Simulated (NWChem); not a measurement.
# SiH$_{2}$O, singlet; SMILES O[SiH]

```xyz
4

Si     0.1012    -0.6435     0.0000
H     -1.4581    -0.8532     0.0000
O      0.1011     1.0466     0.0000
H     -0.7680     1.4896     0.0000
```
Atoms are numbered in this order, from 1.

Computed with NWChem. Low-valent species are run as closed-shell singlets; no triplet was tried in these runs. All runs use the structure optimised with PBE-D3(BJ)/def2-SVP. Ions are spin-unrestricted doublets at the neutral geometry; other ion states weren't tried. Functional: LC-ωPBE (HJS hole) with def2-SVP; rows give the range parameter ω in 1/bohr.

**Question.** At which range parameter does −ε(HOMO) equal the ΔSCF ionisation energy (optimal tuning)?

**Answer.** about 0.39 per bohr, by linear interpolation in these runs:
```json
[
 {"range parameter (1/bohr)": "0.15", "vertical ionisation energy, ΔSCF (eV)": "9.10", "−ε(HOMO) (eV)": "7.57", "ΔSCF minus −ε(HOMO) (eV)": "1.53"},
 {"range parameter (1/bohr)": "0.30", "vertical ionisation energy, ΔSCF (eV)": "9.18", "−ε(HOMO) (eV)": "8.79", "ΔSCF minus −ε(HOMO) (eV)": "0.39"},
 {"range parameter (1/bohr)": "0.35", "vertical ionisation energy, ΔSCF (eV)": "9.21", "−ε(HOMO) (eV)": "9.05", "ΔSCF minus −ε(HOMO) (eV)": "0.16"},
 {"range parameter (1/bohr)": "0.40", "vertical ionisation energy, ΔSCF (eV)": "9.23", "−ε(HOMO) (eV)": "9.25", "ΔSCF minus −ε(HOMO) (eV)": "-0.02"},
 {"range parameter (1/bohr)": "0.80", "vertical ionisation energy, ΔSCF (eV)": "9.31", "−ε(HOMO) (eV)": "9.89", "ΔSCF minus −ε(HOMO) (eV)": "-0.58"}
]
```
